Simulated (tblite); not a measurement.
Start geometry of `C(=C)CCCC(=O)[O]` [radical] from a force field or distance geometry (Å):
```
atom  x, y, z in Å
C1    -1.988    1.128    0.229
C2    -1.616   -0.137    0.163
C3    -0.397   -0.644    0.943
C4     0.615   -1.189    0.011
C5     1.107   -0.194   -0.961
C6     1.741    0.935   -0.281
O7     2.220    1.987   -1.076
O8     1.916    1.059    0.957
H9    -1.480    1.882    0.820
H10   -2.894    1.370   -0.371
H11   -2.156   -0.857   -0.430
H12   -0.824   -1.459    1.603
H13   -0.116    0.201    1.583
H14    0.224   -2.077   -0.568
H15    1.485   -1.518    0.650
H16    1.885   -0.624   -1.639
H17    0.272    0.148   -1.644
```

Problem. What comes out of this run: GFN2-xTB geometry optimisation, gas phase in tblite?

Solution. 
```
atom  x, y, z in Å
C1    -2.138    0.967    0.222
C2    -1.702   -0.276    0.299
C3    -0.409   -0.668    0.946
C4     0.625   -1.109   -0.094
C5     1.008   -0.019   -1.047
C6     2.051    1.075   -0.192
O7     3.170    0.878   -0.564
O8     1.393    1.740    0.552
H9    -1.578    1.784    0.648
H10   -3.067    1.219   -0.260
H11   -2.273   -1.088   -0.135
H12   -0.581   -1.490    1.644
H13   -0.010    0.183    1.500
H14    0.203   -1.926   -0.695
H15    1.515   -1.513    0.398
H16    1.612   -0.355   -1.884
H17    0.176    0.611   -1.348
```

The energy falls by 165.7 kJ/mol over 184 L-BFGS steps, the largest force on an atom goes from 7.30 to 0.006 eV/Å, and the atoms move by 0.515 Å rms after alignment. The bond that changes most is C5–C6 (ends: carbon bonded to 2 C and 2 H; carbon bonded to C and 2 O), which lengthens by 0.273 Å. Bonds longer at the end by more than 0.005 Å: 4 of 16; shorter: 11. Among the angles that change most is O7–C6–O8, from 116.0° to 143.1°. Among the dihedrals that turn most is H17–C5–C6–O8, from 127° to 45°. Rotational constants go from 3085, 1409, 1243 to 3799, 1271, 1101 MHz. The orientation of the end geometry is arbitrary; only internal coordinates are fixed.

Its GFN2-xTB frequencies are all real (lowest 30 cm⁻¹).

One conformer stands for the species.

The numbers are calculated, not measured.
